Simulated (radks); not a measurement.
Species: Tb17+. Configuration: [Kr] 4d10 4f2 (the NIST ground configuration).

All-electron calculation, Dirac Kohn-Sham, BLYP, spin-unpolarised, spherical densities, finite nucleus; open shells fill j = l - 1/2 first; Fermi nuclear charge, rms radius 5.06 fm. Program: a radial shooting solver on a logarithmic mesh with Libxc functionals.

Energy parts (Ry):
part                       energy
total                 -23244.4500
kinetic                25435.6223
electron-nucleus      -55765.4816
Hartree                 7572.2539
exchange-correlation    -486.8446

Orbitals (lengths in bohr, moments of r in powers of bohr; <r^-3> diverges for s and p1/2; r(90%) holds 90 % of the orbital's charge):
1s1/2: occ. 2; eigenvalue (Ry) -3836.887; r(90%) 0.0389; small-component weight 5.88e-02
2s1/2: occ. 2; eigenvalue (Ry) -660.3911; r(90%) 0.142; small-component weight 1.30e-02
2p1/2: occ. 2; eigenvalue (Ry) -629.0938; r(90%) 0.125; small-component weight 1.31e-02
2p3/2: occ. 4; eigenvalue (Ry) -574.2130; r(90%) 0.134; <r^-3> 10440; small-component weight 1.21e-02
3s1/2: occ. 2; eigenvalue (Ry) -169.6558; r(90%) 0.351; small-component weight 4.15e-03
3p1/2: occ. 2; eigenvalue (Ry) -156.0454; r(90%) 0.343; small-component weight 4.09e-03
3p3/2: occ. 4; eigenvalue (Ry) -144.6981; r(90%) 0.361; <r^-3> 2235; small-component weight 3.81e-03
3d3/2: occ. 4; eigenvalue (Ry) -121.2191; r(90%) 0.333; <r^-3> 376.2; small-component weight 3.69e-03
3d5/2: occ. 6; eigenvalue (Ry) -118.7463; r(90%) 0.339; <r^-3> 333.2; small-component weight 3.61e-03
4s1/2: occ. 2; eigenvalue (Ry) -55.93580; r(90%) 0.753; small-component weight 1.41e-03
4p1/2: occ. 2; eigenvalue (Ry) -50.51441; r(90%) 0.772; small-component weight 1.34e-03
4p3/2: occ. 4; eigenvalue (Ry) -47.76777; r(90%) 0.807; <r^-3> 545.5; small-component weight 1.25e-03
4d3/2: occ. 4; eigenvalue (Ry) -38.75025; r(90%) 0.850; <r^-3> 82.49; small-component weight 1.11e-03
4d5/2: occ. 6; eigenvalue (Ry) -38.21830; r(90%) 0.861; <r^-3> 72.44; small-component weight 1.09e-03
4f5/2: occ. 2; eigenvalue (Ry) -27.25067; r(90%) 0.931; <r^-3> 14.35; small-component weight 8.42e-04
4f7/2: occ. 0; eigenvalue (Ry) -27.14657; r(90%) 0.935; <r^-3> 13.97; small-component weight 8.35e-04

The highest occupied level is 4f5/2 at -370.76 eV. Summed over all electrons, <r^2> = 8.534 bohr^2, which gives a Langevin (diamagnetic) susceptibility term of -6.76 x 10^-6 cm^3/mol.
